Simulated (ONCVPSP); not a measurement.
Configuration tests for Sb (Z = 51) (ONCV)

* Element: Sb
* Generator: ONCVPSP 4.0.1
* Type: optimised norm-conserving Vanderbilt (ONCV)
* Functional: LDA (Perdew-Wang 92)
* Relativity: scalar-relativistic
* Frozen core: [Ar] 3d10
* Valence charge: 23
* Reference configuration: 4s2 4p6 4d10 5s2 5p3
* Partial waves: 4s+5s: rc 1.00 bohr, ncon 4, nbas 9, qcut 10.4 1/bohr, 2 projectors; 4p+5p: rc 1.20 bohr, ncon 3, nbas 7, qcut 11.7 1/bohr, 2 projectors; 4d: rc 1.40 bohr, ncon 4, nbas 8, qcut 13.1 1/bohr, 2 projectors, debl 0.9 Ha
* Local potential: polynomial inside 0.80 bohr (lpopt 4, dvloc0 2 Ha)
* Core correction: none

In the d channel the program set the typed energies aside and used -1.233, 0.250 Ha.

Energies are relative to the spin-unpolarised reference configuration 4s2 4p6 4d10 5s2 5p3; without spin polarisation the order of configurations can differ from experiment.

```tsv
valence configuration	charge	ΔE all-electron (eV)	error AE − PS (meV)
4s2 4p6 4d10 5s2 5p2	+1	8.515	-1.6
4s2 4p6 4d10 5s2 5p1	+2	24.762	-5.0
```

(1) What are ΔE and the potential's error for 4s2 4p6 4d10 5s2 5p0?

(2) What are ΔE and the potential's error for 4s2 4p6 4d9 5s2 5p4?

## Answers

(1) ΔE = 49.542 eV all-electron; the error (AE − PS) is -11 meV.

(2) ΔE = 31.016 eV all-electron; the error (AE − PS) is +0.4 meV.
